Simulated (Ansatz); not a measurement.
# Nudged elastic band run: CuSi$_{16}$

Input file:

```yaml
crystal:
  lattice:
    - [0.0, 5.43, 5.43]
    - [5.43, 0.0, 5.43]
    - [5.43, 5.43, 0.0]
  atoms:
    - { symbol: Si, position: [0.0074614, -0.01761909, 0.00634281] }
    - { symbol: Si, position: [0.12675793, 0.11602209, 0.12570657] }
    - { symbol: Si, position: [0.00926998, -0.00152694, 0.49875055] }
    - { symbol: Si, position: [0.142925, 0.11778836, 0.61808368] }
    - { symbol: Si, position: [-0.00958507, 0.48907825, -0.01064032] }
    - { symbol: Si, position: [0.11404591, 0.61273316, 0.11301012] }
    - { symbol: Si, position: [0.00746759, 0.50605799, 0.48265787] }
    - { symbol: Si, position: [0.12675434, 0.62542806, 0.61630212] }
    - { symbol: Si, position: [0.49980607, -0.00151618, 0.0082093] }
    - { symbol: Si, position: [0.61916413, 0.11776193, 0.14187483] }
    - { symbol: Si, position: [0.51254319, 0.01121951, 0.51149233] }
    - { symbol: Si, position: [0.63620361, 0.13486046, 0.63513791] }
    - { symbol: Si, position: [0.48368901, 0.50610517, 0.00639633] }
    - { symbol: Si, position: [0.61735294, 0.62542991, 0.12570473] }
    - { symbol: Si, position: [0.49980482, 0.50793295, 0.49876001] }
    - { symbol: Si, position: [0.61915097, 0.64160342, 0.61804398] }
    - { symbol: Cu, position: [0.81314298, 0.31184874, 0.81211857] }
magnetization:
  spin_polarized: true
basis:
  ecutwfc: 420.0
kpoints:
  mp_grid: { grid: [2, 2, 2] }
hamiltonian:
  xc: pbesol
  pseudopotentials: { kind: paw, azcp: { folder: soft_1 } }
scf:
  occupations: { method: fermi_dirac, width: 0.02 }
  lower_state_search: "off"
neb:
  images: 5
  f_tol: 0.05
  initial_path: idpp
  max_iterations: 36
  final_atoms:
    - { symbol: Si, position: [-0.01080072, 0.03114337, -0.00985902] }
    - { symbol: Si, position: [0.12555472, 0.13149276, 0.1264822] }
    - { symbol: Si, position: [0.00806152, -0.00646151, 0.49950752] }
    - { symbol: Si, position: [0.12555469, 0.13148814, 0.61709389] }
    - { symbol: Si, position: [0.00620884, 0.50379445, 0.0071635] }
    - { symbol: Si, position: [0.11284815, 0.66022247, 0.11377135] }
    - { symbol: Si, position: [0.00622255, 0.50379006, 0.48344694] }
    - { symbol: Si, position: [0.1417253, 0.62123079, 0.61883881] }
    - { symbol: Si, position: [0.498574, -0.00646395, 0.00900457] }
    - { symbol: Si, position: [0.61615415, 0.13149087, 0.12648695] }
    - { symbol: Si, position: [0.49858183, -0.00646513, 0.4995083] }
    - { symbol: Si, position: [0.63499349, 0.09376094, 0.63593827] }
    - { symbol: Si, position: [0.48252201, 0.50379182, 0.00716152] }
    - { symbol: Si, position: [0.61789697, 0.6212298, 0.1426557] }
    - { symbol: Si, position: [0.51135329, 0.46470252, 0.51228162] }
    - { symbol: Si, position: [0.61789204, 0.62122727, 0.61884617] }
    - { symbol: Cu, position: [0.81186219, 0.56315973, 0.81280169] }
  order_check: true
```

Launched with:

```bash
$ ansatz run input.yaml --threads 2 --pin off --max-ram 5120MiB --backend cpu --events-out ev --progress --plain --runs-dir out
```

Output, in part (warnings, iteration lines):

```
NEB end point (image 6): max|allowed force component| = 8.036e-3 eV/Å (the criterion of neb.relax_end_points is 1.000e-2)
NEB iter   1: max|band force component| = 8.830e-1 eV/Å  barrier→ = 0.2704 eV  barrier← = 0.2704 eV  Δτ_max = 0.0538 Å  (83 SCF iters)
NEB iter   2: max|band force component| = 4.562e-1 eV/Å  barrier→ = 0.1360 eV  barrier← = 0.1360 eV  CI = image 3  Δτ_max = 0.0869 Å  (41 SCF iters)
NEB iter   3: max|band force component| = 2.038e-1 eV/Å  barrier→ = 0.0874 eV  barrier← = 0.0874 eV  CI = image 3  Δτ_max = 0.0465 Å  (41 SCF iters)
NEB iter   4: max|band force component| = 8.438e-2 eV/Å  barrier→ = 0.0782 eV  barrier← = 0.0782 eV  CI = image 3  Δτ_max = 0.0587 Å  (36 SCF iters)
NEB iter   5: max|band force component| = 6.704e-2 eV/Å  barrier→ = 0.0743 eV  barrier← = 0.0743 eV  CI = image 3  Δτ_max = 0.0143 Å  (36 SCF iters)
NEB iter   6: max|band force component| = 3.220e-2 eV/Å  barrier→ = 0.0730 eV  barrier← = 0.0730 eV  CI = image 3  Δτ_max = 0.0000 Å  (272 SCF iters)
```

It converged. By the program's own check the climbing image is a first-order saddle point (lowest curvatures found: -0.29 and 0.02 eV/Å²). Limits of this set-up: coarse k mesh, PAW files made for another functional.

Final band (atoms are numbered from 1 in the order of the input):

```
image  path coordinate (Å)  energy (eV)  Si1–Cu17 (Å)  Si4–Cu17 (Å)  Si10–Cu17 (Å)
    0                 0.00        0.000          2.35          2.35           2.35
    1                 0.40        0.004          2.34          2.40           2.40
    2                 0.81        0.036          2.35          2.52           2.51
    3                 1.21        0.073          2.41          2.74           2.71
    4                 1.61        0.036          2.61          2.99           2.98
    5                 2.01        0.004          2.92          3.25           3.25
    6                 2.42        0.000          3.34          3.53           3.53
```

Time of the run: 4.2 min on 2 threads of Arm Neoverse V2 (shared host), peak memory 1.6 GiB.
